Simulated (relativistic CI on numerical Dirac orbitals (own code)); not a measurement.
# O4+: q coefficients

Calculated at this level of theory: Dirac-Coulomb-Breit CI, separate exchange-only KLI orbitals for each configuration, valence Slater integrals scaled by 0.85, P86 correlation energy added to each configuration, derivatives by finite differences, QED left out (own radial code, finite nucleus).

Configuration list (outside the closed core 1s2): 2s², 2s2p, 2p², 2p3s, 2p3p, 2s3s, 2s3p, 2s3d. Levels of other configurations are missing.

With x = (α/α₀)² − 1 an excitation energy changes as ω = ω₀ + qx; K = 2q/ω₀ is the relative enhancement. Terms are leading LS components, so labels can repeat.

Lowest level 2s² ¹S0.

| Level | ω₀ (cm⁻¹) | q (cm⁻¹) |
| --- | --- | --- |
| 2s2p ³P°0 | 82751 | 293.4 |
| 2s2p ³P°1 | 82882 | 424 |
| 2s2p ³P°2 | 83179 | 721.7 |
| 2s2p ¹P°1 | 157634 | 636.6 |
| 2p² ³P0 | 215623 | 960.2 |
| 2p² ³P1 | 215774 | 1114 |
| 2p² ³P2 | 216031 | 1369 |
| 2p² ¹D2 | 236032 | 1232 |
| 2p² ¹S0 | 286109 | 1239 |
| 2s3s ³S1 | 545469 | 438.6 |
| 2s3s ¹S0 | 558332 | 473.6 |
| 2s3p ¹P°1 | 582101 | 612.3 |
| 2s3p ³P°0 | 582473 | 526.7 |
| 2s3p ³P°1 | 582515 | 575 |
| 2s3p ³P°2 | 582587 | 640.3 |
| 2s3d ³D1 | 599475 | 638.8 |
| 2s3d ³D2 | 599483 | 646.9 |
| 2s3d ³D3 | 599501 | 664.5 |
| 2s3d ¹D2 | 612190 | 644.2 |
| 2p3s ³P°0 | 653604 | 789.5 |
| 2p3s ³P°1 | 653767 | 948.2 |
| 2p3s ³P°2 | 654111 | 1297 |
| 2p3s ¹P°1 | 666173 | 1120 |

At this charge configurations can still be misplaced by up to about 7 % of their energy.

Question: Which transition from the lowest level has the largest |K|?

Answer: 2s2p ³P°2 at 83179 cm⁻¹, K = 0.0174.
